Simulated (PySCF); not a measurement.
Unknown compound

An unknown has the formula C6H6F2. Its calculated NMR data are:

1H NMR (300 MHz, computed): δ 5.82 (m, 1H), 5.73 (m, 1H), 5.48 (m, 1H), 5.31 (m, 1H), 5.28 (m, 1H), 3.08 (m, 1H).

13C{1H} NMR (computed): δ 165.3, 146.5, 124.7, 121.5, 99.2, 49.6.

One conformer, non-relativistic Hamiltonian, no solvent model. Geometry from GFN2-xTB; GIAO PBE0/pcSseg-1 shieldings; PySCF 2.14.0 with density-fitted response routines.

Scale: TMS for 1H, 13C (reference shieldings calculated alike).

Problem. Which candidate is it?
A. FC1=C[C@@H]2[C@H](F)[C@@H]2C1
B. C=C[C@@H]1C=C(F)[C@H]1F
C. C=C/C=C\C=C(F)F
D. C=C(F)/C=C\C=C/F

Solution. B. 

The formula gives 3 degrees of unsaturation (1 ring in the answer). 6 carbon signals for 6 carbons: no two carbons are equivalent. Carbon types of the structure: 1 × C, 4 × CH, 1 × CH2, which accounts for all hydrogens. δC 165.3: fully substituted alkene carbon. δC 146.5, 121.5: alkene CH; as expected for a trigonal carbon in a double bond. δC 124.7: terminal =CH2 carbon; as expected for a trigonal carbon in a double bond. δC 99.2: allylic sp3 CH bonded to F; pulled downfield by the heteroatom. δH 5.82, 5.31: hydrogen on an alkene CH; olefinic region.

The others: FC1=C[C@@H]2[C@H](F)[C@@H]2C1 has carbons computed at 174.9, 104.7, 74.4, 33.0, 26.4, 19.1; C=C/C=C\C=C(F)F has carbons computed at 171.8, 138.8, 136.9, 126.6, 125.9, 85.5; C=C(F)/C=C\C=C/F has carbons computed at 176.0, 161.8, 129.1, 125.3, 116.0, 104.2.

Splittings by 19F in the carbon and heteronuclear signals aren't shown, as no couplings were computed. Shifts are as computed. Against solution values, carbons near 30 ppm lie about +3 ppm off and those near 130 ppm about +5 ppm. Of 1309 compounds with measured shifts, 239 miss one by over three times the rms of a fit or turn the order of signals round; such compounds aren't used in these exercises. Multiplicities follow the n + 1 count of equivalent neighbours, as no J values were calculated; m marks all less simple cases, F and P coupling included.
